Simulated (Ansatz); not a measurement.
C6H18AlP can be A, `CC[P+]([AlH3-])(CC)CC`, or B, `[CH3][Al-]([CH3])([CH3])[P+](C)(C)C`.

Computed with Ansatz on PBE0-D4/def2-TZVP structures; ΔE is electronic, products minus reactants. CCSD(T)/CBS adds triple-zeta CCSD(T) − MP2 to the extrapolated MP2 energy (def2 sets, frozen cores). Functionals use def2-TZVPP. B3LYP here is the variant with VWN-RPA as its local correlation; programs differ in this. Each species was taken in one conformer, which may not be the lowest.

Which is lower in electronic energy at CCSD(T)/CBS, and by how much? (An estimate is asked.)

Computed: B, by 118.8 kJ/mol.

Give E(B) − E(A) in kJ/mol with LDA (SPW92), CCSD/def2-TZVPP, BLYP-D4, PBE-D4, HF/def2-TZVPP, B3LYP-D4, r2SCAN-D4. (Best estimate.)

Computed: LDA (SPW92) -99.5, CCSD/def2-TZVPP -115.0, BLYP-D4 -120.7, PBE-D4 -117.9, HF/def2-TZVPP -104.8, B3LYP-D4 -119.6, r2SCAN-D4 -127.4. None reverses the order clearly.

Largest T1 diagnostic: 0.010.

Leaving LDA and LC-ωPBE aside and taking each functional with its dispersion term where it has one, the values, not all of them listed here, spread over 32.9 kJ/mol, from r2SCAN-D4 to B97M-V. LDA lies +22.9 kJ/mol from PBE without D4. In def2-TZVPP, CCSD(T) changes the Hartree–Fock value by −10.9 kJ/mol (the triples alone add −0.6 kJ/mol) and MP2 by −17.4 kJ/mol.
